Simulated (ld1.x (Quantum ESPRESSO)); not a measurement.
## Sm, PAW: configuration errors across variants

* Element: samarium (Sm)
* Generator: ld1.x (Quantum ESPRESSO) 7.5
* Type: PAW
* Functional: BLYP
* Relativity: fully relativistic
* Frozen core: [Kr] 4d10
* Valence charge: 16
* Reference configuration: 4f6 5s2 5p6 5d0 6s1.5 6p0.5
* Partial waves: 5s (bound): rcut 1.80, rcutus 2.35 bohr; 6s (bound): rcut 1.80, rcutus 2.35 bohr; 5p (bound): rcut 2.20, rcutus 2.65 bohr; 6p (bound): rcut 2.20, rcutus 2.65 bohr; 5d (bound, empty): rcut 3.35, rcutus 3.85 bohr; 5d channel at 2.3 Ry: rcut 3.35, rcutus 3.85 bohr; 4f (bound): rcut 1.25, rcutus 1.60 bohr; 4f channel at 0.45 Ry: rcut 1.25, rcutus 1.60 bohr
* Local potential: all-electron potential smoothed inside 2.05 bohr (lloc = -2)
* Core correction: a·sin(br)/r model core, default radius (ld1.x builds one for every PAW set, though the input has nlcc=.false.)
* Augmentation charge: BESSEL, radius 0.95 bohr

Open shells are filled in proportion to 2j + 1 (rel_dist='average').

All-electron excitation energies from the reference (eV): (1) 4f6 5s2 5p6 5d0 6s2 6p0 -1.216; (2) 4f6 5s2 5p6 5d0 6s1 6p0 4.674; (3) 4f6 5s2 5p6 5d0 6s0 6p0 15.881; (4) 4f6 5s2 5p6 5d0.5 6s1.5 6p0 -0.229.

3 further variants failed, have other tests or too few solved ones, and are left out.

Errors AE − PS in meV (a dash: test not solved or not reliable):

| change | (1) | (2) | (3) | (4) | bound ghosts |
| --- | --- | --- | --- | --- | --- |
| base | -1.3 | +32 | +105 | +222 | not determined |
| all radii but the core radius scaled by about 0.83 (s 1.94, p 2.20, d 3.20, f 1.32 bohr, rcut 1.50/1.82/2.78/1.04); local potential all-electron potential smoothed inside 1.70 bohr (lloc = -2); augmentation BESSEL, radius 0.78 bohr | +0.2 | +0.5 | +3.4 | +1.0 | not determined |
| all radii but the core radius scaled by about 0.87 (s 2.06, p 2.32, d 3.36, f 1.40 bohr, rcut 1.58/1.92/2.94/1.10); local potential all-electron potential smoothed inside 1.80 bohr (lloc = -2); augmentation BESSEL, radius 0.84 bohr | +0.2 | +1.7 | +14 | +8.9 | not determined |
| all radii but the core radius scaled by about 1.11 (s 2.62, p 2.94, d 4.28, f 1.78 bohr, rcut 2.00/2.44/3.72/1.40); local potential all-electron potential smoothed inside 2.28 bohr (lloc = -2); augmentation BESSEL, radius 1.06 bohr | +0.3 | +4.7 | +23 | +12 | not determined |
| all radii but the core radius scaled by about 1.17 (s 2.74, p 3.10, d 4.50, f 1.86 bohr, rcut 2.10/2.56/3.90/1.46); local potential all-electron potential smoothed inside 2.40 bohr (lloc = -2); augmentation BESSEL, radius 1.10 bohr | +2.7 | +18 | +43 | +54 | not determined |
| all radii but the core radius scaled by about 1.26 (s 2.96, p 3.34, d 4.86, f 2.02 bohr, rcut 2.28/2.78/4.22/1.58); local potential all-electron potential smoothed inside 2.58 bohr (lloc = -2); augmentation BESSEL, radius 1.20 bohr | – | – | – | – | not determined |

Task: Give the same row for: all radii but the core radius scaled by about 1.04 (s 2.44, p 2.74, d 3.98, f 1.66 bohr, rcut 1.86/2.28/3.48/1.30); local potential all-electron potential smoothed inside 2.12 bohr (lloc = -2); augmentation BESSEL, radius 0.98 bohr.

Result: -0.1, -20, +214, -104; bound ghosts: not determined.
